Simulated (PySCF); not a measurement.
**Removing an electron from GeHMe2(NCO)**

Species: GeHMe2(NCO), C3H7GeNO.
Cartesian coordinates in Å at the PBE0-D3(BJ)/def2-SVP level; atoms count from 1:
```
atom  x, y, z in Å
Ge1    0.043    0.068    0.633
H2     0.052    0.039    2.172
C3     1.832   -0.106   -0.102
H4     2.459    0.739    0.221
H5     1.790   -0.114   -1.201
H6     2.298   -1.041    0.240
C7    -0.913    1.612   -0.055
H8    -1.953    1.605    0.300
H9    -0.915    1.596   -1.155
H10   -0.431    2.541    0.284
N11   -0.903   -1.417    0.127
C12   -1.409   -2.333   -0.450
O13   -1.920   -3.240   -0.991
```

Level: CAM-B3LYP/def2-SVPD (PySCF). Frontier orbitals with their largest atomic shares (Löwdin; up to four atoms above 4 %):

```json
{"orbital": "HOMO−3", "ε (eV)": "-11.10", "main atoms": "Ge1 25 %, H2 20 %, C3 11 %, C7 11 %"}
{"orbital": "HOMO−2", "ε (eV)": "-10.88", "main atoms": "C7 20 %, C3 19 %, Ge1 17 %, N11 12 %"}
{"orbital": "HOMO−1", "ε (eV)": "-9.50", "main atoms": "N11 36 %, O13 26 %, C12 13 %, Ge1 9 %"}
{"orbital": "HOMO", "ε (eV)": "-9.44", "main atoms": "?"}
{"orbital": "LUMO", "ε (eV)": "0.87", "main atoms": "Ge1 31 %, C3 12 %, C7 12 %, C12 9 %"}
{"orbital": "LUMO+1", "ε (eV)": "1.44", "main atoms": "Ge1 16 %, C7 16 %, C12 13 %, H2 9 %"}
{"orbital": "LUMO+2", "ε (eV)": "1.45", "main atoms": "C12 28 %, Ge1 16 %, C3 11 %, H2 8 %"}
```

Task: What vertical ionisation energy does ΔSCF give, and how far is −ε(HOMO) from it?

Result: ΔSCF: 10.27 eV (990 kJ/mol; threshold wavelength 121 nm); ⟨S²⟩ of the doublet left behind is 0.768, against 0.75 for a pure doublet. −ε(HOMO) is 9.44 eV, 0.83 eV below it. In exact Kohn–Sham theory the two would be equal; CAM-B3LYP (range-separated hybrid) falls short of its own ΔSCF value by 8 %.

Task: On which atoms does the HOMO lie?

Result: N11 (nitrogen bonded to C and Ge) 34 %, O13 (oxygen bonded to C) 24 %, C12 (carbon bonded to N and O) 13 %, C7 (carbon bonded to Ge and 3 H) 9 %, so no atom holds as much as 40 %. The HOMO−1 lies 0.06 eV lower.

Task: What kinetic energy would electrons from this vertical process carry with He II light (40.814 eV)?

Result: 40.81 − 10.27 = 30.54 eV.

Task: Shift the occupied levels rigidly so that −ε(HOMO) equals the ΔSCF value. What binding energies result?

Result: The shift is +0.83 eV: HOMO 10.27, HOMO−1 10.33, HOMO−2 11.71, HOMO−3 11.93 eV. A rigid shift is only a rough guide to the deeper ionisations.

Task: With α = 75.5 au, estimate the like-pair dispersion coefficient by London's formula C6 = (3/4)α²I.

Result: I = 0.3773 Eh, so C6 ≈ 1610 au, a rough estimate.

Task: How many of the 15 lowest singlet excitations (vertical TDDFT, same level) lie below the ionisation energy?

Result: All 15; they run from 7.34 to 9.31 eV.

Isolated species at its PBE0-D3(BJ)/def2-SVP geometry, gas phase. The calculation is non-relativistic, for germanium too.
